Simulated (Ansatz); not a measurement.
Start from `C=C(Cl)I` and change one atom or group to get `C=C(Cl)[TeH]`.

Ansatz, PBE0-D4/def2-TZVP geometries, multiplicity 1. 

Elements past krypton have def2 core potentials.

```tsv
property	`C=C(Cl)I`
size of the dipole moment (PBE/def2-TZVPP) / D	1.04
HOMO energy (PBE0/def2-TZVPP) / eV	-7.27
LUMO energy (PBE0/def2-TZVPP) / eV	-1.27
HOMO energy (PBE/def2-TZVPP) / eV	-6.18
size of the dipole moment (B3LYP/def2-TZVPP) / D	1.13
HOMO–LUMO gap (B3LYP/def2-TZVPP) / eV	5.52
```

**Question.** What does the change do to each property? (Estimate.)

**Answer.** Ansatz gave: 
```csv
property,`C=C(Cl)[TeH]`,shift
size of the dipole moment (PBE/def2-TZVPP) / D,0.92,-0.12
HOMO energy (PBE0/def2-TZVPP) / eV,-6.44,0.83
LUMO energy (PBE0/def2-TZVPP) / eV,-1.18,0.09
HOMO energy (PBE/def2-TZVPP) / eV,-5.42,0.76
size of the dipole moment (B3LYP/def2-TZVPP) / D,1.04,-0.09
HOMO–LUMO gap (B3LYP/def2-TZVPP) / eV,4.83,-0.69
```

With PBE0 the HOMO rises by 0.83 eV and the LUMO rises by 0.09 eV, so the gap narrows by about 0.74 eV. PBE moves the HOMO by 0.76 eV and ωB97M-V by 0.85 eV. The zero-point energy changes by 17.4 kJ/mol with +3 modes. Dipoles are sizes alone; their direction can turn.

B3LYP here is the variant with VWN-RPA as its local correlation; programs differ in this.

Spin–orbit coupling is left out; it splits and shifts lone-pair levels of the heavy atoms by tenths of an eV.
